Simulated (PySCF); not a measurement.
# Electron correlation in B²⁺ (boron, charge +2)

[He] 2s1, 2S determinant. Computed with PySCF 2.14 in x2c-QZVPPall (7s4p3d2f1g, 57 functions), with the spin-free X2C one-electron Hamiltonian (Gaussian nucleus). Frozen: nothing; 3 electrons correlated.

```tsv
level	correlation energy (mhartree)
CCSD	-18.62
(T)	-0.01
CCSD(T)	-18.63
```

Diagnostics: T1 = 0.00067, D1 = 0.0012, largest double amplitude 0.008.

Q: Is a single reference adequate?

A: Yes: T1 lies below 0.03 and no double amplitude reaches 0.07.

This basis was not built for core-valence correlation, so the inner-shell part is incomplete.
